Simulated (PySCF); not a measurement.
Gas-phase reaction: 2 GaH₂Cl + 3 F₂ ⇌ Ga₂F₆ + 2 H₂ + 2 Cl

Computed with PySCF and rigid-rotor harmonic-oscillator thermochemistry at 1 bar. † marks an energy on the PBE0/def2-TZVP geometry and frequencies. MP2 freezes the core. Open shells (unrestricted): Cl (multiplicity 2, electronic degeneracy 6); the rest are closed-shell singlets. Spin-orbit splitting is ignored; it lowers the true energy and changes the entropy of Cl. Ga: all electrons, no relativistic terms. GaH₂Cl, Ga₂F₆: computed as isolated molecules; such fragments, hydroxides, amides, oligomers or adducts are transient or little studied in the gas. MP2 isn't extrapolated to the basis-set limit; its ΔH°(298 K) is -1724.1 kJ in def2-SVP and -1677.5 kJ in def2-TZVPP. The harmonic model lacks anharmonicity and excited electronic states, which grow with temperature; levels with a mode under 35 cm⁻¹ are left out. Soft modes under 120 cm⁻¹ make the harmonic entropy rough for Ga₂F₆.

```csv
level,"ΔE electronic, kJ","ΔH°(298 K), kJ","ΔS°(298 K), J/K","ΔG°(1600 K), kJ"
BLYP/def2-TZVP†,-1446,-1441,-109,-1322
HF/def2-TZVP†,-1834,-1829,-109,-1710
MP2/def2-TZVPP†,-1683,-1677,-109,-1559
PBE0/def2-QZVP†,-1524,-1518,-109,-1399
ωB97M-V/def2-TZVP†,-1538,-1532,-109,-1413
```
ΔH° is lowest at HF/def2-TZVP† and highest at BLYP/def2-TZVP†. No reference value is set beside these.
